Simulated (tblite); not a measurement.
Compound: C7H14Si.
Geometry (GFN2-xTB, Å), atoms numbered from 1 in this order:
```xyz
22
C7H14Si angstrom
C      3.236   -0.351    0.057
C      2.572    0.716   -0.358
Si     0.692    0.878   -0.372
C     -0.059    0.633    1.359
C     -1.566    0.410    1.253
C     -1.925   -0.779    0.366
C     -1.628   -0.547   -1.114
C     -0.132   -0.487   -1.411
H      4.314   -0.407    0.050
H      2.727   -1.228    0.427
H      3.140    1.563   -0.717
H      0.330    2.207   -0.900
H      0.393   -0.233    1.847
H      0.136    1.489    2.005
H     -2.038    1.310    0.850
H     -1.981    0.242    2.252
H     -1.379   -1.662    0.708
H     -2.993   -0.988    0.478
H     -2.098    0.388   -1.428
H     -2.084   -1.354   -1.695
H      0.314   -1.457   -1.180
H      0.019   -0.325   -2.479
```

Computed values, GFN2-xTB/tblite, gas phase, harmonic and unscaled. Against measured fundamentals such values can be off by several per cent, at times by over 20. Modes of hydrogen on silicon can be 10 to 20 % off. One conformer, not necessarily the lowest. The optimisation stopped once no atom felt more than 0.01 eV/Å.

Lowest wavenumbers of the output (negative numbers stand for imaginary wavenumbers):
```
mode    cm-1
  1     -20.1
  2      68.0
  3     129.4
  4     171.4
  5     200.3
  6     259.8
  7     334.4
  8     359.0
  9     376.4
 10     480.5
 11     487.2
 12     609.9
 13     628.4
 14     667.0
 15     708.2
```

Task: Is this structure a minimum?

Result: Not by this Hessian. 1 mode is imaginary beyond 20i (20i cm⁻¹), so at this level the point lies at or near a first-order saddle. The curvature is small, so loose convergence or finite differences may be the whole cause.

Task: Which atoms move in the imaginary mode?

Result: 20i: C1 (terminal =CH2 carbon) 33 %, H10 (vinylic hydrogen) 21 %, H11 (vinylic hydrogen) 14 %, C2 (alkene CH carbon) 10 %. These are shares of the mass-weighted motion.

Task: What is the remedy?

Result: Step along that mode in both directions, optimise again with tighter thresholds and repeat the frequencies. The zero-point energy of this point (118.9 kcal/mol) counts the 59 real modes alone, and thermal corrections from it aren't those of a minimum.
